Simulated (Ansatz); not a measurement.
## C5H11Al: where a starting geometry ends

The starting geometry of this gas-phase singlet was optimised with GFN2-xTB; its bonds are those of `C=C[CH2][AlH][CH2]C`.

```
atom    x (Å)    y (Å)    z (Å)
   C   2.8936  -1.2526  -2.0837
   C   2.9002  -1.5779  -0.7995
   C   2.5988  -0.6470   0.3252
   C  -0.9741  -0.9115   0.0488
   C  -0.7932  -0.5004  -1.4241
  Al   0.7539  -0.9958   1.0600
   H   2.6822  -0.2479  -2.4119
   H   3.1012  -1.9738  -2.8562
   H   3.1186  -2.6012  -0.5119
   H   3.3147  -0.8147   1.1452
   H   2.7306   0.3894  -0.0153
   H   0.6945  -1.3999   2.5568
   H  -1.6715  -0.2062   0.5277
   H  -1.4994  -1.8785   0.0824
   H  -1.7499  -0.4552  -1.9458
   H  -0.1528  -1.2116  -1.9447
   H  -0.3215   0.4795  -1.4947
```

Question: Predict what it relaxes into with PBE-D3(BJ)/def2-SVP.

Answer: New bonds form, giving a structure given below by its coordinates. Contacts that close: C1–Al6 (3.81 → 2.19 Å), C2–Al6 (2.90 → 2.16 Å).

The energy falls by 0.48 eV over 22 steps:

```tsv
step	E − E(last) (eV)
1	0.478
3	0.304
6	0.280
8	0.251
10	0.198
13	0.097
15	0.041
17	0.008
20	0.001
22	0.000
```

Final geometry (Å):

```xyz
17

C     2.3426   -2.0077   -1.4427
C     3.0496   -1.2987   -0.4397
C     2.5731   -0.1321    0.2092
C    -0.6785   -0.9885   -0.2730
C    -0.7159    0.0372   -1.4096
Al    1.0703   -1.7243    0.3213
H     1.7078   -1.4519   -2.1563
H     2.7325   -2.9727   -1.7958
H     3.8409   -1.8630    0.0905
H     3.1325    0.2750    1.0632
H     1.9594    0.5918   -0.3569
H     1.2432   -2.7857    1.5019
H    -1.1507   -0.5662    0.6430
H    -1.3024   -1.8740   -0.5323
H    -1.7498    0.3691   -1.6458
H    -0.2909   -0.3675   -2.3531
H    -0.1381    0.9542   -1.1655
```

No frequencies were run, so the end isn't proven a minimum. Run with Ansatz 0.2.0, 2 min on 2 threads of AMD EPYC (Zen 3) (shared host).
